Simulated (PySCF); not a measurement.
## Working out the ionisation energy of Ca⁸⁺

Ca⁸⁺ [Ne] 3s2 (1S) → Ca⁹⁺ [Ne] 3s1 (2S). Calculation: PySCF 2.14, in an even-tempered Gaussian basis (19 s from 0.4 bohr⁻², ratio 2.5; 12 p from 0.52 bohr⁻², ratio 2.5; 5 d from 2.4 bohr⁻², ratio 2.7; 4 f from 3.5 bohr⁻², ratio 2.7); the spin-free X2C one-electron Hamiltonian (Gaussian nucleus). Frozen: 1s2; the 22 highest virtual orbitals dropped. Energies in hartree (1 hartree = 27.21139 eV):

```tsv
part	Ca⁸⁺ (lower)	Ca⁹⁺ (upper)
UHF	-657.770065	-650.925492
MP2 opposite-spin	-0.283704	-0.224430
MP2 same-spin	-0.089396	-0.081427
```

Question: What does Hartree-Fock give?

Answer: (-650.925492) − (-657.770065) = 6.844573 hartree = 186.250 eV.

Question: What do MP2 and SCS-MP2 (6/5 opposite-spin, 1/3 same-spin) give?

Answer: The opposite-spin parts differ by 1.613 eV and the same-spin parts by 0.217 eV. MP2: 186.250 + (1.613) + (0.217) = 188.080 eV. SCS-MP2: 186.250 + 1.2 × (1.613) + (0.217)/3 = 188.258 eV.

A first-order spin-orbit estimate adds 0.000 eV to MP2 (outer shells), giving 188.080 eV against 188.54 ± 0.06 eV (semi-empirical (NIST evaluation); NIST Atomic Spectra Database, ionization energies).

What remains against the reference includes basis incompleteness, the frozen core and correlation beyond second order.
